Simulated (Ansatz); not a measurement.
The same path of CH₆Ge (8 atoms, charge 0, multiplicity 1) was run twice with different band settings. Lost on the way: Ge1–H2, Ge1–C3. Made: H2–C3.

The calculation used RKS B3LYP-D4/def2-SVP (Ansatz).

Relaxed end points:

```xyz
8
Properties=species:S:1:pos:R:3
Ge 0.176 -0.028 0.360
H -0.263 -0.298 1.815
C 2.138 0.031 0.239
H 2.569 -0.929 0.559
H 2.451 0.229 -0.797
H 2.536 0.828 0.884
H -0.432 1.317 -0.096
H -0.385 -1.151 -0.540
```

```xyz
8
Properties=species:S:1:pos:R:3
Ge -0.888 -0.029 0.414
H 1.242 -0.128 1.272
C 2.156 -0.027 0.647
H 2.659 -1.003 0.632
H 1.916 0.286 -0.377
H 2.789 0.730 1.129
H -0.577 1.222 -0.535
H -0.507 -1.052 -0.757
```

Common settings: spring 5.0 eV/Å²; optimiser quadratic models (default); start path through a guess of the saddle point; force threshold 0.03 eV/Å; iteration limit 60; end points relaxed.

| run | movable images | climbing image |
| --- | --- | --- |
| 1 | 5 | yes |
| 2 | 8 | no |

Problem. What does each run give, and how far can it be trusted?

Solution. Run 1: converged after 17 iterations, highest image 2.617 eV above the first end. Neighbouring images differ by up to 1.3 eV, so the band resolves the path poorly. A vibrational analysis at the climbing image gives one clearly imaginary mode, 1155i cm⁻¹: a first-order saddle point.
Run 2: converged after 23 iterations, highest image 2.533 eV above the first end. No image climbed, so the highest image needn't sit at the top of the path.
The orbitals stay closed-shell, which can raise the energy where a bond breaks towards radicals; this wasn't checked here.
